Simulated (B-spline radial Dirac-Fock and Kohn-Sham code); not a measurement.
# Dipole and non-dipole photoemission parameters of Re⁷⁺ 5s

System: Re⁷⁺, configuration 1s2 2s2 2p6 3s2 3p6 3d10 4s2 4p6 4d10 4f14 5s2 5p6; threshold 189.2 eV (orbital energy of the model). Method: Dirac-Hartree-Slater photoionisation with a Latter tail; cross sections with all multipoles, angular parameters from the dipole term and its interference with E2. Computed with a radial atomic solver.

For linearly polarised light dσ/dΩ = σ/(4π) [1 + β P₂(cos θ) + (δ + γ cos²θ) sin θ cos φ], with θ from the polarisation vector and φ the angle between the beam and the projection of the electron momentum on the plane normal to the polarisation.

| hν (eV) | σ (kb) | β | γ |
| --- | --- | --- | --- |
| 237 | 65.3 | 1.675 | 0.252 |
| 250 | 62.6 | 1.694 | 0.245 |
| 300 | 53.1 | 1.753 | 0.334 |
| 377 | 41.1 | 1.800 | 0.394 |
| 392 | 39.2 | 1.806 | 0.399 |
| 481 | 29.9 | 1.832 | 0.435 |
| 511 | 27.5 | 1.838 | 0.442 |
| 529 | ? | ? | ? |
| 569 | 23.6 | 1.848 | 0.448 |
| 600 | 21.9 | 1.852 | 0.453 |
| 641 | 20.0 | 1.858 | 0.454 |
| 780 | 15.3 | 1.873 | 0.458 |
| 1050 | 10.0 | 1.893 | 0.448 |
| 1486.9 | 5.82 | 1.910 | 0.382 |
| 1710 | 4.66 | 1.915 | 0.346 |
| 1930 | 3.84 | 1.919 | 0.310 |
| 2984.4 | 1.85 | 1.932 | 0.143 |
| 3220 | 1.62 | 1.934 | 0.110 |
| 4000 | 1.11 | 1.939 | 0.019 |
| 6750 | 0.422 | 1.947 | -0.145 |
| 8047.8 | 0.301 | 1.949 | -0.160 |
| 9900 | 0.201 | 1.951 | -0.139 |
| 10800 | 0.169 | 1.951 | -0.116 |
| 11000 | 0.163 | 1.951 | -0.109 |
| 12000 | 0.137 | 1.952 | -0.073 |

Question: Give the values at 529 eV.

Answer: σ = 26.2 kb, β = 1.841, γ = 0.444. For an s subshell δ is negligible.
